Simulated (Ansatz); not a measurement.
`CC(O)(F)Br` and `OC(F)(Cl)Br` differ in one atom or group.

Ansatz, PBE0-D4/def2-TZVP geometries, multiplicity 1. Each molecule was computed in one conformer, which needn't be the lowest.

Scalar relativity is left out up to krypton. Spin–orbit coupling is left out; it splits and shifts lone-pair levels of the heavy atoms by tenths of an eV.

```tsv
property	`CC(O)(F)Br`
HOMO–LUMO gap (B3LYP/def2-TZVPP) / eV	7.22
HOMO energy (PBE0/def2-TZVPP) / eV	-8.21
size of the dipole moment (PBE/def2-TZVPP) / D	1.23
LUMO energy (PBE0/def2-TZVPP) / eV	-0.41
LUMO energy (ωB97M-V/def2-TZVPP) / eV	1.69
HOMO energy (ωB97M-V/def2-TZVPP) / eV	-10.51
```

(1) What does the change do to each property? (Best estimate.)

Results:

(1) Computed: 
```
                                      property  `OC(F)(Cl)Br`  shift
         HOMO–LUMO gap (B3LYP/def2-TZVPP) / eV           6.99  -0.23
            HOMO energy (PBE0/def2-TZVPP) / eV          -8.57  -0.36
size of the dipole moment (PBE/def2-TZVPP) / D           1.62   0.39
            LUMO energy (PBE0/def2-TZVPP) / eV          -1.01  -0.60
         LUMO energy (ωB97M-V/def2-TZVPP) / eV           1.16  -0.53
         HOMO energy (ωB97M-V/def2-TZVPP) / eV         -10.82  -0.31
```

With PBE0 the HOMO falls by 0.36 eV and the LUMO falls by 0.60 eV, so the gap narrows by about 0.24 eV. PBE moves the HOMO by -0.38 eV and ωB97M-V by -0.31 eV. The zero-point energy changes by -99.6 kJ/mol with -9 modes. Dipoles are sizes alone; their direction can turn.

Positive LUMOs are unbound, so they and the gaps depend on the basis.

B3LYP here is the variant with VWN-RPA as its local correlation; programs differ in this.
